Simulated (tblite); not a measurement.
Species: C5H5O2P.
Structure used (GFN2-xTB), in Å, numbered top down from 1:
```
atom  x, y, z in Å
C1     2.977   -1.034   -0.125
C2     2.123   -0.193   -0.044
P3     0.882    1.039    0.167
O4     0.938    1.789    1.425
C5     0.176    1.559   -1.398
C6    -0.581    0.624   -0.785
O7    -1.716   -0.023   -0.941
C8    -2.092   -0.875    0.129
H9     3.726   -1.768   -0.218
H10    0.150    2.168   -2.276
H11   -2.709   -1.666   -0.295
H12   -1.210   -1.306    0.613
H13   -2.670   -0.313    0.867
```

Method: GFN2-xTB as coded in tblite; computed harmonic values from a numerical Hessian at the method's own geometry, unscaled. This tight-binding method is rough: wavenumbers can miss measured ones by several per cent, in bad cases by 10 to 20. One conformer, not necessarily the lowest.

Harmonic wavenumbers (cm⁻¹): 41.5, 64.5, 101.1, 120.5, 156.7, 221.6, 292.5, 305.6, 378.9, 423.7, 500.9, 610.4, 641.0, 657.1, 669.7, 674.4, 785.7, 970.3, 1040.5, 1106.6, 1123.3, 1197.9, 1285.3, 1400.2, 1450.6, 1466.4, 1695.0, 2201.3, 2949.3, 2965.5, 3027.2, 3140.4, 3363.3.

A = 2535, B = 1263, C = 1106 MHz; mass 128.003 u (most abundant isotopes); point group C1, symmetry number 1.

Problem. Zero-point energy?

Solution. Half the sum of the wavenumbers: 18514 cm⁻¹ = 221.48 kJ/mol.

Problem. Entropy at 298.15 K, 1 bar (ideal gas, RRHO, classical rotation)?

Solution. Translation 169.37, rotation 120.91, vibration 119.20: S = 409.5 J/(mol K).

Problem. And Cp and H(298.15 K) − H(0)?

Solution. Cp = 143.48 J/(mol K), of which vibrations give 110.23 (their classical limit is 33 R = 274.4); H(298.15 K) − H(0) = 27.91 kJ/mol without the zero-point energy, 18.00 from vibrations.

Problem. Blend soft modes into free rotors: weight 1/[1 + (100 cm⁻¹/ν̃)⁴] for the oscillator and the rest for a rotor with moment μB/(μ + B), μ = h/(8π²ν), B = 10⁻⁴⁴ kg m². What vibrational entropy results?

Solution. 107.82 J/(mol K) in place of 119.20, which changes −T·S at 298.15 K by +3.39 kJ/mol.

Problem. Which modes carry the vibrational entropy at 298.15 K?

Solution. 41.5 cm⁻¹: 21.70; 64.5 cm⁻¹: 18.05; 101.1 cm⁻¹: 14.36; 120.5 cm⁻¹: 12.94; 156.7 cm⁻¹: 10.83; 221.6 cm⁻¹: 8.14 J/(mol K); the other 27 give 33.17 together.

Hindered rotation and anharmonicity are outside this model. Other conformers, if any are populated, would add a mixing term that is left out. The structure is chiral; the term R ln 2 for an equal mix with its mirror image is left out.
